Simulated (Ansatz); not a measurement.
A trace of molecular dynamics of Cl2GaH3O (7 atoms, charge 0, multiplicity 1).

Theory: Ansatz 0.2.0, RKS PBE-D4/def2-SVP.

* ensemble: NVE (velocity Verlet)
* starting velocities drawn for: 300 K
* seed: 11845

```tsv
time (fs)	T (K)	potential energy less start (eV)	conserved less start (meV/atom)
0	300	0.000	0.00
4	277	0.015	0.01
8	298	0.002	0.01
12	389	-0.057	0.02
16	575	-0.177	0.03
20	850	-0.356	0.01
24	1047	-0.483	-0.01
28	1110	-0.524	0.00
32	1061	-0.492	0.00
36	968	-0.432	0.02
40	934	-0.409	0.02
44	975	-0.436	0.02
48	1021	-0.466	0.02
52	1007	-0.457	0.02
56	955	-0.423	0.03
60	907	-0.392	0.03
64	905	-0.391	0.04
68	945	-0.417	0.03
72	1008	-0.457	0.03
76	1040	-0.478	0.02
80	1015	-0.462	0.02
84	947	-0.418	0.02
88	917	-0.398	0.02
92	946	-0.417	0.01
96	991	-0.446	0.00
100	985	-0.443	0.00
```

Task: Is this trajectory sound?

Result: The conserved energy stayed within 0.042 meV per atom of its start (net change -0.0014 meV per atom), so the integration is sound. The kinetic energy rose, since the run started high on the potential surface and went downhill. It ends in pieces (Cl2GaHO + H2), so much of that is their flight and rotation, not heat. A run of 0.1 ps of so small a system gives no equilibrium averages. The orbitals stay closed-shell, which can raise the energy where a bond breaks towards radicals; this wasn't checked here. The time step was 0.5 fs.

The run took 4.8 min on 2 threads of Arm Neoverse V1, with other jobs on the host, peak memory 0.14 GiB.
